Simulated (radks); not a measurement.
Problem. The mean radii <r> (bohr) of the occupied orbitals of an atom or ion are listed with their occupations. Method: Dirac Kohn-Sham, relativistic LDA (MacDonald-Vosko exchange, VWN5 correlation), spin-unpolarised, spherical densities, finite nucleus; Fermi nuclear charge, rms radius of each element as measured or else 0.836 A^(1/3) + 0.57 fm; computed with a radial shooting solver on a logarithmic mesh with Libxc functionals.

orbital  occ.      <r>
1s1/2       2  0.02410
2s1/2       2  0.09804
2p1/2       1  0.08137

Name the element and its charge. Open shells, if any, fill j = l - 1/2 first.

Solution. Z = 59, praseodymium, charge +54: Pr54+ in [He] 2s2 2p1. The 1s radius gives Z: for a bare nucleus <r> = (2 gamma + 1)/(2Z) with gamma = sqrt(1 - (Z/c)^2), 0.02377 bohr for Z = 59, and screening makes it slightly larger (0.02410 here). The occupations add up to 5, and the charge is Z minus that.
